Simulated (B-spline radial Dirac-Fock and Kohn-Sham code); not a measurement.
## Elastic scattering of 3.03 keV electrons by neutral calcium

Calculated with a B-spline atomic structure program, using relativistic (Dirac) partial waves in the static field of the Dirac-Fock atom with Furness-McCarthy exchange, without polarisation or absorption potentials.

Input file task.json (cfg lists n, l and occupation; rrms is the nuclear radius in fm):

```json
{"items": [{
  "Z": 20,
  "q": 0,
  "cfg": [[1, 0, 2], [2, 0, 2], [2, 1, 6], [3, 0, 2], [3, 1, 6], [4, 0, 2]],
  "A": 40,
  "rrms": 3.4776,
  "do": "elastic",
  "energies": [[3030.0, 0]],
  "theta": [5, 10, 15, 20, 25, 30, 35, 40, 45, 50, 55, 60, 65, 70, 75, 80, 85, 90, 95, 100, 105, 110, 115, 120, 125, 130, 135, 140, 145, 150, 155, 160, 165, 170, 175]
}]}
```

Launch: `python xray2_run.py task.json out`

```
θ (°)  dσ/dΩ (a₀²/sr)  Sherman function
    5            28.5             0.000
   10            5.12             0.000
   15            1.49             0.000
   20           0.609             0.001
   25           0.307             0.001
   30           0.173             0.002
   35           0.107             0.002
   40          0.0709             0.002
   45          0.0501             0.001
   50          0.0371             0.000
   55          0.0286            -0.001
   60          0.0227            -0.003
   65          0.0184            -0.005
   70          0.0153            -0.008
   75          0.0129            -0.010
   80          0.0111            -0.012
   85         0.00962            -0.014
   90         0.00846            -0.016
   95         0.00753            -0.018
  100         0.00677            -0.019
  105         0.00615            -0.020
  110         0.00564            -0.020
  115         0.00521            -0.021
  120         0.00486            -0.020
  125         0.00456            -0.020
  130         0.00431            -0.019
  135         0.00410            -0.018
  140         0.00393            -0.017
  145         0.00378            -0.015
  150         0.00366            -0.013
  155         0.00357            -0.011
  160         0.00349            -0.009
  165         0.00343            -0.007
  170         0.00339            -0.005
  175         0.00337            -0.002
```

The total elastic cross section is 3.71 a₀², the first transport cross section 0.148 a₀² and the second, weighted with (3/2) sin²θ, 0.289 a₀². The mean deflection is ⟨1 − cos θ⟩ = 0.0399, and 0.88 % of the collisions scatter beyond 90°.

Phase shifts modulo π (rad) for κ = −1 to −5: 0.137, -0.912, -1.528, 1.236, 0.987.
